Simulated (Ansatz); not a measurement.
Reaction (formal exchange of groups at the Se–C bond): `C[Se]C#N` + `CO[SiH3]` → `CO[SiH2][Se]C` + `C#N`

Computed with Ansatz on PBE0-D4/def2-TZVP structures; ΔE is electronic, products minus reactants. CCSD(T)/CBS is the MP2 limit (def2-TZVPP, def2-QZVPP) plus CCSD(T) − MP2 in def2-TZVPP, frozen cores. This one scheme is used for every species. Functionals use def2-TZVPP. B3LYP here is the variant with VWN-RPA as its local correlation; programs differ in this. For Se outer-core shells are correlated without core-valence functions, which leaves a few kJ/mol of doubt a bond. Scalar relativity is left out up to krypton. One conformer a species, not always the lowest.

Q: Is it downhill or uphill in electronic energy at CCSD(T)/CBS, and by how much? (Best estimate.)

A: Computed: Downhill: ΔE = -23.4 kcal/mol.

Q: What do these levels give: PBE-D4, PBE0-D4, B3LYP-D4, ωB97M-V, B2PLYP, PBE, r2SCAN, PBE0, MP2/def2-TZVPP, CCSD/def2-TZVPP, CCSD(T)/def2-TZVPP, CCSD/CBS(def2)? (An estimate is asked.)

A: Computed: PBE-D4 -20.9, PBE0-D4 -22.1, B3LYP-D4 -21.2, ωB97M-V -22.4, B2PLYP -20.2, PBE -19.5, r2SCAN -21.0, PBE0 -20.8, MP2/def2-TZVPP -21.8, CCSD/def2-TZVPP -21.5, CCSD(T)/def2-TZVPP -21.4, CCSD/CBS(def2) -23.5 kcal/mol.

Largest T1 diagnostic among the species: 0.014.

The D4 term adds −2.2 kcal/mol with B3LYP and −1.3 kcal/mol with PBE0; it sums over pairs of atoms, weighted by their polarisabilities, and B3LYP, whose exchange is more repulsive, gets the larger term. In def2-TZVPP, CCSD(T) changes the Hartree–Fock value by −1.1 kcal/mol (the triples alone add +0.1 kcal/mol) and MP2 by −1.5 kcal/mol. From PBE to PBE0 (25 % exact exchange), in def2-TZVPP and without D4, ΔE moves by −1.2 kcal/mol.
